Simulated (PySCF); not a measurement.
## SbO: from constants to spectrum

UHF-CCSD(T) constants of SbO, ²Π (doublet), unpaired electrons π ↑ (basis Sb def2-TZVPPD with ECP28, O def2-TZVPPD; scalar-relativistic core potentials; PySCF 2.14; masses 120.9038 and 15.9949 u):

- ωe: 816.9 cm⁻¹
- ωexe: 4.37 cm⁻¹
- Be: 0.35638 cm⁻¹
- αe: 0.00223 cm⁻¹
- D (centrifugal): 2.71e-07 cm⁻¹
- De to Sb + O: 3.93 eV

(1) Give the vibrational terms G(v) and spacings up to v = 6.

(2) How well does the Morse estimate ωe²/(4ωexe) reproduce De, and what is D0?

Correlated steps freeze 5 core orbitals. Spin–orbit coupling is left out, which matters for elements this heavy, above all for dissociation energies. The state is the lowest determinant that a PBE0 search found; another state may lie lower at other levels.

## Answers

(1) G(v) = ωe(v+½) − ωexe(v+½)².

| v | G(v) (cm⁻¹) | G(v) − G(v−1) | Bv (cm⁻¹) |
| --- | --- | --- | --- |
| 0 | 407 |  | 0.3553 |
| 1 | 1216 | 808 | 0.3530 |
| 2 | 2015 | 799 | 0.3508 |
| 3 | 2806 | 791 | 0.3486 |
| 4 | 3588 | 782 | 0.3463 |
| 5 | 4361 | 773 | 0.3441 |
| 6 | 5125 | 764 | 0.3419 |

(2) It gives 4.73 eV, 120 % of the computed De. D0 = De − G(0) = 3.93 − 0.05 = 3.88 eV.
